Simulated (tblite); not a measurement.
P34H16 (flake blue phosphorene) at step 1 of a GFN2-xTB optimisation (tblite, gas phase), coordinates in Å:

```
  1 P    -4.086    2.363   -0.600
  2 P    -5.731    3.298    0.599
  3 P    -7.350    2.357   -0.606
  4 P    -7.367    0.478    0.594
  5 P    -5.727   -0.474   -0.598
  6 P    -4.094    0.471    0.599
  7 P     7.367   -0.473   -0.601
  8 P     5.730    0.474    0.601
  9 P     4.093   -0.474   -0.600
 10 P     4.088   -2.366    0.600
 11 P     5.727   -3.298   -0.607
 12 P     7.351   -2.361    0.604
 13 P     2.451    2.365   -0.595
 14 P     0.820    3.294    0.605
 15 P    -0.820    2.368   -0.598
 16 P    -0.820    0.473    0.605
 17 P     0.818   -0.471   -0.599
 18 P     2.454    0.468    0.599
 19 P    -8.994   -0.478   -0.603
 20 P    -8.989   -2.357    0.607
 21 P    -7.367   -3.295   -0.603
 22 P    -5.727   -2.365    0.599
 23 P     5.729    2.369   -0.593
 24 P     4.087    3.293    0.605
 25 P    -2.454    3.298    0.607
 26 P    -2.460   -0.473   -0.598
 27 P    -2.454   -2.364    0.598
 28 P    -0.819   -3.296   -0.605
 29 P     0.819   -2.365    0.597
 30 P     2.455   -3.295   -0.604
 31 P    -4.088   -3.296   -0.607
 32 P     8.990    2.357   -0.604
 33 P     7.365    3.297    0.605
 34 P     8.994    0.478    0.608
 35 H    -5.726    4.479   -0.153
 36 H    -8.376    2.948    0.145
 37 H     5.726   -4.478    0.145
 38 H     8.378   -2.945   -0.151
 39 H     0.819    4.474   -0.150
 40 H   -10.018    0.116    0.150
 41 H   -10.013   -2.949   -0.144
 42 H    -7.357   -4.482    0.151
 43 H     4.095    4.477   -0.152
 44 H    -2.452    4.477   -0.151
 45 H    -0.822   -4.477    0.151
 46 H     2.453   -4.478    0.146
 47 H    -4.088   -4.478    0.148
 48 H    10.013    2.949    0.150
 49 H     7.365    4.478   -0.149
 50 H    10.015   -0.113   -0.147
```

(1) What are the forces on the atoms (eV/Å)?

Answers

(1) 
```
  1 P    -0.01    0.18    0.93
  2 P    -0.05   -0.50   -0.56
  3 P     0.43   -0.09    0.53
  4 P    -0.14    0.06   -0.84
  5 P     0.04    0.02    0.78
  6 P     0.04   -0.01   -0.77
  7 P     0.16   -0.12    0.98
  8 P    -0.06   -0.04   -0.85
  9 P    -0.03    0.05    0.84
 10 P     0.02   -0.15   -0.92
 11 P     0.12    0.51    0.61
 12 P    -0.48    0.17   -0.64
 13 P     0.02    0.11    0.84
 14 P    -0.04   -0.49   -0.50
 15 P     0.02    0.09    0.94
 16 P     0.00   -0.01   -0.90
 17 P    -0.04    0.01    0.82
 18 P     0.02    0.00   -0.80
 19 P     0.32   -0.35    0.60
 20 P     0.39    0.25   -0.64
 21 P    -0.09    0.40    0.63
 22 P     0.06   -0.20   -0.91
 23 P    -0.09    0.13    0.85
 24 P     0.03   -0.42   -0.53
 25 P    -0.01   -0.50   -0.56
 26 P     0.07    0.04    0.81
 27 P    -0.01   -0.17   -0.89
 28 P     0.00    0.49    0.54
 29 P    -0.01   -0.14   -0.89
 30 P    -0.01    0.51    0.50
 31 P    -0.03    0.50    0.57
 32 P    -0.40   -0.27    0.67
 33 P     0.15   -0.45   -0.55
 34 P    -0.38    0.36   -0.65
 35 H     0.00   -0.01   -0.09
 36 H     0.03   -0.03    0.06
 37 H    -0.01    0.00    0.08
 38 H    -0.03    0.01   -0.06
 39 H     0.01    0.02   -0.09
 40 H     0.05   -0.01    0.06
 41 H     0.04    0.03   -0.07
 42 H     0.00    0.09    0.03
 43 H    -0.02   -0.05   -0.05
 44 H    -0.01    0.01   -0.08
 45 H     0.00    0.01    0.08
 46 H     0.00   -0.02    0.10
 47 H     0.00    0.01    0.07
 48 H    -0.04   -0.02    0.06
 49 H    -0.02   -0.02   -0.07
 50 H    -0.02    0.00   -0.07
```
